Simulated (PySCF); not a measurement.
CH4AlClOS, SMILES C[S][Al]([OH])[Cl].

Coordinates come from a B3LYP-D3(BJ)/def2-SVP optimisation. The structure was generated by enumeration; whether it is a known compound was not checked. One conformer was computed; it need not be the lowest.

Two levels are set side by side: PBE/def2-TZVP (PySCF) and CAM-B3LYP/def2-TZVP (PySCF). Same geometry, gas phase. Differences are taken from unrounded values.

```csv
quantity,CAM-B3LYP,PBE,PBE minus CAM-B3LYP
orbital gap (eV),8.81,4.56,-4.24
highest occupied level (eV),-8.58,-6.09,2.49
lowest empty level (eV),0.22,-1.52,-1.75
dipole moment (D),2.26,2.23,-0.03
mean polarisability (bohr³),69.2,73.3,4.1
```

Without exact exchange PBE keeps part of each electron's self-repulsion, which lifts occupied levels and narrows the gap. PBE's more diffuse valence density responds more strongly to a field. Differences between two approximate levels are no errors against the true value.

Rough cost on one machine, each run with all the roots and properties that it gave: CAM-B3LYP against PBE within a factor of 2.
